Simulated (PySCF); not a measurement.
## Two-component Hartree-Fock for Ce(54+) (cerium, charge +54)

Start: [He] 2s2. Calculated with PySCF 2.14 in an even-tempered Gaussian basis (17 s from 34 bohr⁻², ratio 2.4; 12 p from 45 bohr⁻², ratio 2.4; 5 d from 140 bohr⁻², ratio 2.6; 4 f from 210 bohr⁻², ratio 2.6): generalised Hartree-Fock with the X2C-1e Hamiltonian and a Gaussian nucleus; one run each with spin-orbit coupling (SO) switched off, then screened by Boettger's factors.

```
spinor shell  electrons  ε, spin-free (eV)  ε, screened SO (eV)  weight of nominal j (screened SO)  rms radius, screened SO (bohr)
       1s1/2          2           -46263.0             -46263.0                              1.000                          0.0279
       2s1/2          2           -11222.1             -11222.1                              1.000                           0.108
```

```json
{"quantity": "E (hartree)", "spin-free": "-4323.29531", "screened SO": "-4323.29531"}
{"quantity": "M_J", "spin-free": "0", "screened SO": "0"}
{"quantity": "⟨J²⟩", "spin-free": "0.000", "screened SO": "0.000"}
{"quantity": "⟨L²⟩", "spin-free": "0.000", "screened SO": "0.000"}
{"quantity": "⟨S²⟩", "spin-free": "0.000", "screened SO": "0.000"}
```

Breit and QED terms are absent; they matter most for the inner s and p1/2 levels.

Densities and radii are taken from the X2C orbitals without a picture-change correction, which distorts them close to the nucleus.

Without spin-orbit coupling the j labels of p, d and f shells carry no meaning; the spin-free column gives the mean over the occupied spinors of each nl shell.
